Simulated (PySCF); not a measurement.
Order these species by their calculated properties.

Species are written as SMILES; each is one conformer at its optimised geometry, gas phase, non-relativistic unless stated; the electronic structure was computed with PySCF and density fitting.

Dipoles, sizes and rotational constants follow the conformer. The torsions of the flexible species, by atom-mapped SMILES:
- `[CH3:1][C:2]1=[CH:3][SiH2:4][C:5]([CH2:6][F:7])=[CH:8]1`: Si4–C5–C6–F7 180°
- `[CH:1]#[C:2][C@@H:3]([CH3:4])[C@H:5]1[CH2:6][Si@@H:7]1[F:8]`: C2–C3–C5–C6 78°
- `[CH3:1][CH2:2][C:3]1=[CH:4][SiH2:5][CH:6]=[C:7]1[F:8]`: C1–C2–C3–C4 -104°
- `[CH:1]#[C:2][C@@H:3]([CH3:4])[C@@H:5]1[CH2:6][Si@H:7]1[F:8]`: C2–C3–C5–C6 45°
- `[CH:1]#[C:2][C@@H:3]([CH3:4])[C@@H:5]1[CH2:6][Si@@H:7]1[F:8]`: C2–C3–C5–C6 162°

The conformers of `C#C[C@@H]1C[SiH2][C@@H](F)C1` aren't listed.

(1) Rank by HOMO energy, lowest first (B3LYP/def2-SVPD at GFN2-xTB geometries).
A. `CCC1=C[SiH2]C=C1F`
B. `CC1=C[SiH2]C(CF)=C1`
C. `C#C[C@@H]1C[SiH2][C@@H](F)C1`
D. `FCC#CC1C[SiH2]C1`
E. `CC#C[Si@H]1C[C@@H](F)C1`
F. `C#C[C@@H](C)[C@H]1C[Si@@H]1F`

(2) Give the two extremes of that set in hartree.

(3) Rank by HOMO–LUMO gap, highest first (B3LYP/def2-SVPD at GFN2-xTB geometries).
A. `C(C1[SiH2]C=C(C=1)C)F`
B. `CCC1=C[SiH2]C=C1F`
C. `C1[SiH2]CC1C#CCF`
D. `C#C[C@@H]1C[SiH2][C@@H](F)C1`
E. `C#C[C@@H](C)[C@H]1C[Si@@H]1F`
F. `C#C[C@@H](C)[C@@H]1C[Si@H]1F`

(4) Rank by lowest triplet excitation (Tamm–Dancoff), highest first (TDA B3LYP/def2-SVPD at GFN2-xTB geometries).
A. `C#C[C@@H]1C[SiH2][C@@H](F)C1`
B. `CC#C[Si@H]1C[C@H](F)C1`
C. `C1(C(CC)=C[SiH2]C=1)F`
D. `FCC#CC1C[SiH2]C1`

(5) Rank by static isotropic polarisability, highest first (B3LYP/def2-SVPD at GFN2-xTB geometries).
A. `FCC#CC1C[SiH2]C1`
B. `C#C[C@@H](C)[C@@H]1C[Si@H]1F`
C. `C#C[C@H]([C@H]1C[Si@@H]1F)C`
D. `CC1=C[SiH2]C(CF)=C1`

(6) Rank by lowest singlet excitation, highest first (TDDFT B3LYP/def2-SVPD at GFN2-xTB geometries).
A. `C#C[C@@H](C)[C@H]1C[Si@@H]1F`
B. `C1=C(C(=C[SiH2]1)CC)F`
C. `CC1=C[SiH2]C(CF)=C1`
D. `C#C[C@@H]1C[SiH2][C@@H](F)C1`
E. `FCC#CC1C[SiH2]C1`

(7) Give the two extremes of that set as wavelengths.

(8) Rank by electronic spatial extent ⟨r²⟩ about the centre of nuclear charge, lowest first (B3LYP/def2-SVPD at GFN2-xTB geometries).
A. `C[C@H](C#C)[C@H]1C[Si@@H]1F`
B. `CC1=C[SiH2]C(CF)=C1`
C. `C#C[C@@H](C)[C@@H]1C[Si@H]1F`
D. `[C@H]1([C@H](C)C#C)[Si@H](C1)F`

(9) By how much do the two ends of that ranking differ?

Results:

(1) C (-7.52 eV), E (-7.37 eV), D (-7.25 eV), F (-6.79 eV), A (-6.49 eV), B (-6.30 eV).

(2) `C#C[C@@H]1C[SiH2][C@@H](F)C1`: -0.276 Eh; `CC1=C[SiH2]C(CF)=C1`: -0.231 Eh.

(3) D (7.58 eV), C (6.97 eV), F (6.73 eV), E (6.62 eV), B (4.87 eV), A (4.73 eV).

(4) A (5.50 eV), D (5.19 eV), B (4.91 eV), C (2.76 eV).

(5) A (99.3 au), D (97.0 au), C (94.5 au), B (92.1 au).

(6) D (6.56 eV), E (5.79 eV), A (5.56 eV), B (4.35 eV), C (4.18 eV).

(7) `CC1=C[SiH2]C(CF)=C1`: 297 nm; `C#C[C@@H]1C[SiH2][C@@H](F)C1`: 189 nm.

(8) C (1261 bohr²), D (1298 bohr²), B (1332 bohr²), A (1430 bohr²).

(9) By 169 bohr², between `C#C[C@@H](C)[C@H]1C[Si@@H]1F` and `C#C[C@@H](C)[C@@H]1C[Si@H]1F`.
